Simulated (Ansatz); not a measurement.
```xyz
14

C    -1.916   -0.152   -1.677
O    -0.762    0.214   -0.989
Ta    0.442   -0.029    0.461
N     0.013   -1.337    1.577
N     0.468    1.640    1.556
N     2.239   -0.498   -0.272
H    -1.664   -0.456   -2.699
H    -2.607    0.695   -1.730
H    -2.425   -0.986   -1.183
H    -0.332   -2.100    2.135
H     0.343    1.679    2.555
H     0.661    2.564    1.196
H     2.744    0.049   -0.954
H     2.797   -1.283    0.022
```

The species carries charge 0 and has multiplicity 1. Ta: def2 effective core potential.

Q: List the B3LYP/def2-TZVPP orbital energies in eV (Ansatz 0.2.0). (Estimate.)

A: Computed: Occupied: -520.34, -388.62, -388.62, -388.09, -278.02, -73.94, -40.13, -39.85, -39.74, -26.91, -22.24, -22.08, -20.13, -18.26, -12.97, -12.93, -12.83, -12.28, -12.25, -11.26, -10.73, -10.32, -8.45, -8.32, -7.40, -7.01, -6.98, -6.62. Lowest empty: -0.05, 0.25, 0.36, 0.63, 1.17, 1.40, 1.60, 1.81.

B3LYP here is the variant with VWN-RPA as its local correlation; programs differ in this.
